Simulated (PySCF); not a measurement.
## UHF on Be⁺ (beryllium, charge +1)

Configuration: [He] 2s1, 2S determinant. Calculation: PySCF 2.14, in aug-cc-pCVTZ-DK with one added diffuse shell each of s, p, d, f type (8s7p5d3f, 75 functions); the spin-free X2C one-electron Hamiltonian (Gaussian nucleus).

```json
{
 "Total energy": "-14.279771 hartree",
 "One-electron energy": "-17.6157 hartree",
 "Hartree (Coulomb) energy": "5.8440 hartree",
 "Exchange energy": "-2.5081 hartree",
 "⟨S²⟩": "0.7500",
 "⟨L²⟩": "0.000",
 "Sum of ⟨r⟩": "3.109 bohr",
 "Sum of ⟨r²⟩": "6.553 bohr²",
 "Langevin diamagnetic susceptibility": "-5.19 ×10⁻⁶ cm³/mol"
}
```

```tsv
shell	electrons	mean orbital energy (hartree)	rms radius, mean of both spins (bohr)
1s α	1	-5.15940	0.482
1s β	1	-5.11814	0.482
2s α	1	-0.66635	2.47
```
